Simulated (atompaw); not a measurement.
Which change was made? (Ho, PAW (atompaw))

- Element: holmium (Ho)
- Generator: atompaw 4.2.0.5
- Type: PAW
- Functional: LDA (PW92)
- Relativity: scalar-relativistic
- Frozen core: [Kr] 4d10
- Valence charge: 21
- Reference configuration: 4f11 5s2 5p6 5d0 6s1.5 6p0 (charge +0.5)
- Partial waves: 5s (bound): rc 2.30 bohr; 6s (bound): rc 2.40 bohr; 5p (bound): rc 2.40 bohr; 6p (bound, empty): rc 2.40 bohr; 5d (bound, empty): rc 2.40 bohr; 5d channel at 4.3 Ry: rc 0.70 bohr; 4f (bound): rc 0.85 bohr; 4f channel at 0.5 Ry: rc 0.85 bohr
- Local potential: vpsmatchnc scheme with l = 4 at 0 Ry, radius 2.25 bohr
- Core correction: smooth core density matched at 1.70 bohr
- Augmentation charge: sinc compensation charge, radius 2.05 bohr; PAW radius 2.40 bohr; waves and projectors: custom polynom vanderbiltortho

Cutoffs, loose and tight: the cutoffs (Ry, on a coarse ladder) from which the occupation-weighted sum of valence levels, in a spherical-Bessel basis at the reference potential, stays within 10 and 1 mRy of its value at 400 Ry. They see the waves, projectors and local potential, not the compensation charge or the core.

The base gives: outcome: generated; cutoff, loose: 300 Ry; cutoff, tight: over 300 Ry; bound ghosts: d.

Q: After one change the result is: outcome: generated; cutoff, loose: 300 Ry; cutoff, tight: over 300 Ry; bound ghosts: s, p, d. Which change was it?
A. local potential vpsmatchnc scheme with l = 4 at 0 Ry, radius 1.46 bohr
B. local potential vpsmatchnc scheme with l = 4 at 0 Ry, radius 1.78 bohr
C. local potential vpsmatchnc scheme with l = 4 at 0 Ry, radius 1.26 bohr

A: C. The others give: local potential vpsmatchnc scheme with l = 4 at 0 Ry, radius 1.46 bohr → outcome: generated; cutoff, loose: 300 Ry; cutoff, tight: over 300 Ry; bound ghosts: s, d | local potential vpsmatchnc scheme with l = 4 at 0 Ry, radius 1.78 bohr → outcome: generated; cutoff, loose: 300 Ry; cutoff, tight: over 300 Ry; bound ghosts: d, s.
